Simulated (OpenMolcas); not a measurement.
Ag3+ among 8 point charges of -1.2 e arranged as a cube (Oh).

```
Program             : OpenMolcas 26.06
Method              : SS-CASPT2, IPEA 0.25 Eh, imaginary shift 0.1 Eh (closed shells correlated: 4s 4p)
Basis               : ANO-RCC-VDZP [6s5p3d1f]
Scalar Hamiltonian  : DKH2, point nucleus
Active space        : 8 electrons in 5 orbitals (4d)
State averaging     : 2S+1 = 3 even, 10 roots; 2S+1 = 1 even, 15 roots
Spin-orbit coupling : RASSI with atomic mean-field integrals over the reference wave functions
```

All point charges move together. At R = 2.26 Å the first state of the same spin is 2020 cm-1, and at R = 2.37 Å it is 1490 cm-1.

**Question.** A third run gives 3030 cm-1. What distance was it run at?

**Answer.** With a power law R^-n the two known points give n = -ln(1490 / 2020) / ln(2.37 / 2.26) = 6.40. Then R = 2.26 × (2020 / 3030)^(1/6.40) = 2.121 Å. The run was at 2.07 Å, so the estimate is off by +0.051 Å.

Roots that are degenerate in the reference are averaged as groups; the widest CASPT2 spread within a group is 270 cm-1 (the 3-fold group of multiplicity 1 near 21600 cm-1 above the lowest state of its run, R = 2.07). Shifts and gaps below about the spread of the groups concerned are not significant. An orbital triplet at a regular site is open to Jahn-Teller coupling, which can distort the site and quench the lowest spin-orbit gaps and is left out. Real 4d8 and 5d8 ions are as a rule square planar and diamagnetic. Free-ion shares, where given, are those of the reference states; single-state CASPT2 does not remix them. The ground term spreads over less than 5000 cm-1, several times less than with real ligands, so orbital moments are less quenched and χT lies further from the spin-only value than at real sites (holds for R = 2.26; R = 2.37). This is an electrostatic model: the charges have no orbitals. No measured value stands beside these numbers.
